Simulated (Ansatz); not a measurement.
Cl₃OW (SMILES [O]=[W]([Cl])([Cl])[Cl]), doublet, geometry from GFN2-xTB (such geometries of metal compounds can be far from the true shape) (the multiplicity is a formal guess) (core potentials on W); Ansatz (a quantum-chemistry and plane-wave program) with PBE0/def2-SVP.

The Ansatz input:
Ansatz 0.2 input:
```yaml
crystal:
  periodic: [false, false, false]
  atoms:
    - {symbol: W, position_ang: [0.28656828, -0.07038010, -0.03063510]}
    - {symbol: O, position_ang: [1.50254517, -0.78817977, -0.92455592]}
    - {symbol: Cl, position_ang: [0.34907231, 0.95494835, 1.85934368]}
    - {symbol: Cl, position_ang: [-0.89030423, 1.25989863, -1.41292706]}
    - {symbol: Cl, position_ang: [-1.41326304, -1.53757844, 0.12202132]}
basis:
  gaussian:
    orbitals: def2-SVP
hamiltonian:
  xc: pbe0
magnetization: {spin_polarized: true, initial_magnetization: 1}
accuracy: high
```

It wrote (shortened):

```
Functional definition: PBE0
2050 factors; integrals over basis functions are off by at most 4.1e-9 eV
mean field evaluation 1: about -41410.2597 eV, gradient 4.3e1 eV
mean field evaluation 2: about -41303.6872 eV, gradient 1.6e2 eV
mean field evaluation 4: about -41417.1190 eV, gradient 3.2e0 eV
mean field evaluation 8: about -41417.3540 eV, gradient 3.3e-1 eV
mean field evaluation 16: about -41417.3548 eV, gradient 1.4e-3 eV
mean field evaluation 32: about -41416.8800 eV, gradient 2.9e0 eV
mean field -41417.35476201 eV, -1522.0597138124 hartree, gradient 3.6e-8 eV, S^2 0.754946; 1 other end points of the search recorded, 0 dependent functions left out
reference -41417.35476598 eV, -1522.0597139585 hartree; 37, 36 occupied and 63, 64 virtual orbitals, 2050 factors
Total energy: -41417.35476598 eV, -1522.0597139585 hartree
```
